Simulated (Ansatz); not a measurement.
Gas-phase electronic energies from Ansatz, PBE0-D4/def2-TZVP geometries. CBS: MP2 limit from def2 TZ/QZ plus the TZ coupled-cluster correction, frozen cores. Functionals use def2-TZVPP. B3LYP here is the variant with VWN-RPA as its local correlation; programs differ in this. Elements past krypton have def2 core potentials. For In outer-core shells are correlated without core-valence functions, which leaves a few kJ/mol of doubt a bond. Each species was taken in one conformer, which may not be the lowest.

Consider the redistribution: `C=CS[SiH2]N` + `[CH3][In]([CH3])[NH2]` → `C=CS[SiH2]C` + `[CH3][In]([NH2])[NH2]`.

| level | ΔE (kcal/mol) | difference from CCSD(T)/CBS |
| --- | --- | --- |
| PBE-D4 | 6.5 | 0.3 |
| r2SCAN-D4 | 6.8 | 0.6 |
| PBE0-D4 | 6.8 | 0.6 |
| B3LYP-D4 | 7.2 | 1.0 |
| ωB97X-V | 6.5 | 0.3 |
| ωB97M-V | 7.3 | 1.1 |
| B2PLYP | 7.1 | 0.9 |
| PBE | 6.5 | 0.3 |
| r2SCAN | 6.7 | 0.5 |
| PBE0 | 6.8 | 0.6 |
| B3LYP | 7.2 | 1.0 |
| HF/def2-TZVPP | 7.2 | 1.0 |
| MP2/def2-TZVPP | 7.3 | 1.1 |
| SCS-MP2/def2-TZVPP | 7.0 | 0.8 |
| CCSD/def2-TZVPP | 7.1 | 0.9 |
| CCSD(T)/def2-TZVPP | 6.9 | 0.7 |
| HF/def2-QZVPP | 7.2 | 1.0 |
| MP2/def2-QZVPP | 6.9 | 0.7 |
| SCS-MP2/def2-QZVPP | 6.6 | 0.4 |
| HF/CBS(def2) | 7.2 | 1.0 |
| MP2/CBS(def2) | 6.6 | 0.4 |
| CCSD/CBS(def2) | 6.4 | 0.2 |
| CCSD(T)/CBS | 6.2 | 0 |

Largest T1 diagnostic among the species: 0.013.
